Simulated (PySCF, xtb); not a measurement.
H5P2, SMILES P[PH3+], charge +1.

Harmonic wavenumbers (cm⁻¹) from GFN2-xTB in xtb at its own minimum, in rising order: 173, 388, 422, 471, 763, 782, 941, 1034, 1034, 1061, 2186, 2226, 2344, 2410, 2432.

Task: What does PBE0-D3(BJ)/def2-TZVP (PySCF) give at its own minimum? (An estimate is asked for; the answer gives what the named calculation found.)

Result: 190, 455, 507, 517, 815, 855, 997, 1075, 1093, 1095, 2409, 2423, 2496, 2529, 2538. Paired by order, the mean absolute difference is 88 cm⁻¹ and the zero-point energies are 26.7 and 28.6 kcal/mol.
